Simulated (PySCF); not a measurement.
A structure optimised at PBE-D3(BJ)/def2-SVP, used in a PySCF frequency run:

```
Si
N 1 1.8124
C 2 1.3001 1 100.37
H 3 1.1165 2 119.47 1 -180.00
Si 3 1.9476 4 128.82 2 180.00
H 5 1.5069 3 115.94 4 64.98
H 5 1.5069 6 109.15 3 133.15
Cl 1 2.0717 2 111.38 3 -119.24
Cl 1 2.0717 2 111.38 3 119.24
```

**Question.** Write its SMILES, formula and point group.

**Answer.** Cl[Si]1(Cl)N=C[SiH2]1, CH3Cl2NSi2, Cs

**Question.** What are its rotational constants (standard atomic weights)?

**Answer.** 1.7921, 1.2548, 0.95600 GHz
